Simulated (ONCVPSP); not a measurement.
# How hard is this tantalum (Ta) ONCV potential?

tantalum, optimised norm-conserving Vanderbilt (ONCV), made with ONCVPSP 4.0.1 (LDA (Perdew-Zunger), scalar-relativistic). Core [Kr] 4d10, reference 4f14 5s2 5p6 5d3 6s2. Waves: 5s+6s: rc 1.90 bohr, ncon 4, nbas 7, qcut 4.9 1/bohr, 2 projectors; 5p: rc 1.90 bohr, ncon 4, nbas 8, qcut 7.5 1/bohr, 2 projectors, debl 1.2 Ha; 5d: rc 2.90 bohr, ncon 4, nbas 8, qcut 6.6 1/bohr, 1 projector; 4f: rc 1.15 bohr, ncon 4, nbas 8, qcut 14 1/bohr, local. Local part: the f channel. Core correction: Teter function, fcfact 3.5, rcfact 1.05.

In the p channel the program set the typed energies aside and used -1.454, 0.250 Ha.

Problem. For each optimised wave give the share of its norm inside rc, the residual kinetic energy above qcut (Ha) and the cutoffs (Ha) for errors of 10, 1, 0.1 and 0.01 mHa per electron.

Solution.

```csv
wave,norm inside rc,residual KE,10 mHa,1 mHa,0.1 mHa,0.01 mHa
5s,0.971,2.9e-04,4.4,9.5,26.7,36.3
6s,0.085,4.9e-04,3.9,10.5,24.2,45.0
5p,0.903,2.1e-07,8.1,11.1,19.6,23.4
p projector 2,0.102,7.8e-07,7.1,10.3,20.4,24.6
5d,0.781,1.1e-09,8.7,11.5,13.9,15.9
4f,0.924,2.1e-04,82.3,91.6,137.8,252.5
```

The occupied waves need 92 Ha and 138 Ha for 1 and 0.1 mHa. Note: ghosts flagged at negative energy: s at -338.8 eV, p at -80.8 eV; GHOST(+) flagged for d at 304.8 eV. A true bound ghost makes a file unfit for plane-wave use.
